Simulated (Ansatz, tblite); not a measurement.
Isomers of Be3Se3 (singlet), found by a short tight-binding search and relaxed with PBE0-D4/def2-SVP in Ansatz.

The xTB rows come from tblite. Correlated methods freeze 27 core orbitals; core or outer-core shells of Se are correlated, in sets that lack core-valence functions.

Other spin states weren't relaxed.

A:

```xyz
6

Be   -0.1681    1.2684    0.5967
Be    0.0223   -0.6819   -0.5335
Be    0.6212   -0.3499    1.6178
Se   -1.7707    0.6478   -0.8346
Se    0.4536    1.2770   -1.5537
Se    0.8418   -2.1614    0.7072
```

B:

```tsv
atom	x (Å)	y (Å)	z (Å)
Be1	0.638	-1.195	-0.536
Be2	-1.301	0.420	-0.504
Be3	0.663	0.775	1.040
Se4	-1.059	-1.237	-1.659
Se5	-1.017	1.907	0.856
Se6	2.076	-0.671	0.804
```

Estimate their order by electronic energy at r2SCAN0-D4/def2-TZVP, counted from the lowest.

B (0.00) < A (3.45), in eV.

Do the other levels pick the same lowest one?

All that were run do. Energies above each level's lowest (eV):

| level | A | B |
| --- | --- | --- |
| GFN1-xTB | 1.13 | 0.00 |
| GFN2-xTB | 1.25 | 0.00 |
| HF/def2-SVP | 4.08 | 0.00 |
| PBE-D4/def2-TZVP | 3.04 | 0.00 |
| r2SCAN-D4/def2-TZVP | 3.37 | 0.00 |
| r2SCANh-D4/def2-TZVP | 3.40 | 0.00 |
| PBE0-D4/def2-TZVP | 3.24 | 0.00 |
| r2SCAN0-D4/def2-TZVP | 3.45 | 0.00 |
| MP2/def2-SVP | 3.76 | 0.00 |
| CCSD/def2-SVP | 3.72 | 0.00 |
| CCSD(T)/def2-SVP | 3.63 | 0.00 |
Point groups (tolerance 0.1 Å): A Cs, B D3h. Lower isomers may exist.
